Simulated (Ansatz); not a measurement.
Calculated with Ansatz (gas phase, PBE0-D4/def2-TZVP geometries, no zero-point term in ΔE). CCSD(T)/CBS adds triple-zeta CCSD(T) − MP2 to the extrapolated MP2 energy (def2 sets, frozen cores). Functionals use def2-TZVPP. For Ge outer-core shells are correlated without core-valence functions, which leaves a few kJ/mol of doubt a bond. Scalar relativity is left out up to krypton. Each species was taken in one conformer, which may not be the lowest.

`BO[C](=C)[GeH3]` + `C[SiH2]N` → `C[SiH2][NH][GeH3]` + `BOC=C`  (ligand exchange at a Ge–C bond)

Task: Is it downhill or uphill in electronic energy at CCSD(T)/CBS, and by how much? (An estimate is asked.)

Result: Computed: Downhill: ΔE = -6.7 kcal/mol.

Task: What do these levels give: PBE0-D4, ωB97X-V, B2PLYP, HF/def2-TZVPP, HF/def2-QZVPP, MP2/def2-QZVPP? (Estimate.)

Result: Ansatz gave: PBE0-D4 -6.6, ωB97X-V -7.5, B2PLYP -7.9, HF/def2-TZVPP -11.7, HF/def2-QZVPP -11.9, MP2/def2-QZVPP -7.0 kcal/mol.

Largest T1 diagnostic among the species: 0.014.

In def2-TZVPP, CCSD(T) changes the Hartree–Fock value by +4.3 kcal/mol (the triples alone add +0.6 kcal/mol) and MP2 by +4.3 kcal/mol. From PBE to PBE0 (25 % exact exchange), in def2-TZVPP and without D4, ΔE moves by −0.9 kcal/mol.
